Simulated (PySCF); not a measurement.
**Electron correlation in N²⁺ (nitrogen, charge +2)**

[He] 2s1 2p2, high-spin 4P determinant (an excited configuration). Calculation: PySCF 2.14, in aug-cc-pVDZ (4s3p2d, 23 functions); no relativity, point nucleus. Frozen: 1s2; 3 electrons correlated.

```
  level  correlation energy (mhartree)
   CCSD                          -9.35
    (T)                          -0.01
CCSD(T)                          -9.36
  CCSDT                          -9.37
    FCI                          -9.37
```

Diagnostics: T1 = 0.0015, D1 = 0.0024, largest double amplitude 0.018, weight of the Hartree-Fock determinant in FCI 0.9971 (1540 determinants).

Cost of the coupled-cluster step: roughly 0.09 core-seconds, for 3 correlated electrons.
